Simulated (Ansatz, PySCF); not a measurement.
C3H5BFNO, SMILES FB(/C=N/C=O)C. Atoms are numbered in the order given.

```xyz
12

C     -2.6224     0.0464    -1.1612
B     -1.4480    -0.4994    -0.2897
F     -1.6749    -1.3530     0.6988
C      0.0650    -0.0895    -0.5556
N      0.9675    -0.3151     0.3211
C      2.2806     0.1336     0.1806
O      2.6085     1.2913     0.1051
H     -2.5025     1.1180    -1.3930
H     -3.6134    -0.1276    -0.7176
H     -2.5916    -0.4753    -2.1381
H      0.3363     0.4317    -1.4979
H      3.0133    -0.7089     0.2243
```

Coordinates come from a B3LYP-D3(BJ)/def2-SVP optimisation. The structure was generated by enumeration; whether it is a known compound was not checked. Other conformers were not sampled.

Two levels are set side by side: PBE-D3(BJ)/def2-SVP (Ansatz, a program for electronic structure) and B3LYP-D3(BJ)/def2-SVP (Ansatz). Each level has its own optimised geometry; the coordinates shown are those of the second. Frequencies come from the Hessian of PySCF at each geometry. Differences are taken from unrounded values.

| quantity | B3LYP-D3(BJ) |
|---|---|
| mean bond length (Å) | 1.263 |
| bond C1–B2 (Å) | 1.561 |
| bond B2–F3 (Å) | 1.326 |
| bond B2–C4 (Å) | 1.590 |
| bond C4–N5 (Å) | 1.278 |
| bond N5–C6 (Å) | 1.395 |
| bond C6–O7 (Å) | 1.206 |
| bond C1–H8 (Å) | 1.103 |
| bond C1–H9 (Å) | 1.100 |
| bond C1–H10 (Å) | 1.108 |
| bond C4–H11 (Å) | 1.110 |
| bond C6–H12 (Å) | 1.117 |
| highest harmonic wavenumber (cm⁻¹) | 3140 |
| mean harmonic wavenumber (cm⁻¹) | 1217 |
| zero-point energy (kcal/mol) | 52.18 |

Question: What does PBE-D3(BJ) give, and how far is it from B3LYP-D3(BJ)? (The exact figures need the calculation; the answer reports its results.)

Answer: 
```tsv
quantity	PBE-D3(BJ)	PBE-D3(BJ) minus B3LYP-D3(BJ)
mean bond length (Å)	1.270	0.007
bond C1–B2 (Å)	1.564	0.002
bond B2–F3 (Å)	1.335	0.009
bond B2–C4 (Å)	1.594	0.004
bond C4–N5 (Å)	1.286	0.007
bond N5–C6 (Å)	1.390	-0.005
bond C6–O7 (Å)	1.217	0.012
bond C1–H8 (Å)	1.110	0.007
bond C1–H9 (Å)	1.106	0.007
bond C1–H10 (Å)	1.115	0.007
bond C4–H11 (Å)	1.119	0.009
bond C6–H12 (Å)	1.130	0.012
highest harmonic wavenumber (cm⁻¹)	3095	-45
mean harmonic wavenumber (cm⁻¹)	1180	-37
zero-point energy (kcal/mol)	50.60	-1.59
```

GGA bonds tend to be longer and softer than those of functionals with exact exchange. Differences between two approximate levels are no errors against the true value.
